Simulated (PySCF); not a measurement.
SMILES CC(C)(C)C[Si](Cl)(Cl)Cl (GFN2-xTB optimised geometry):

```
20

C     -0.654    -1.991     1.281
C     -0.160    -1.309     0.000
C     -0.677    -2.086    -1.210
C      1.369    -1.309     0.000
C     -0.697     0.138     0.000
Si    -0.614     1.190    -1.593
Cl    -2.150     0.729    -2.834
Cl    -0.822     3.133    -1.032
Cl     1.102     1.056    -2.660
H     -0.249    -2.998     1.354
H     -1.739    -2.061     1.287
H     -0.340    -1.434     2.160
H     -0.259    -1.692    -2.133
H     -1.761    -2.030    -1.269
H     -0.393    -3.133    -1.131
H      1.743    -2.329     0.042
H      1.761    -0.841    -0.897
H      1.752    -0.771     0.864
H     -0.187     0.682     0.799
H     -1.751     0.100     0.290
```

Computed with CAM-B3LYP/def2-SVP run with PySCF.

Task: What are the frontier orbital energies and the dipole moment?

Result: HOMO-2 -10.45 eV, HOMO-1 -10.28 eV, HOMO -9.85 eV, LUMO 1.93 eV, LUMO+1 2.27 eV; dipole moment 1.96 D.

Meta-Löwdin charges at CAM-B3LYP/def2-SVP: C1 -0.29, C2 0.09, C3 -0.29, C4 -0.29, C5 -0.41, Si6 0.92, Cl7 -0.26, Cl8 -0.26, Cl9 -0.25, H10 0.09, H11 0.09, H12 0.09, H13 0.09, H14 0.09, H15 0.09, H16 0.09, H17 0.09, H18 0.09, H19 0.11, H20 0.11.
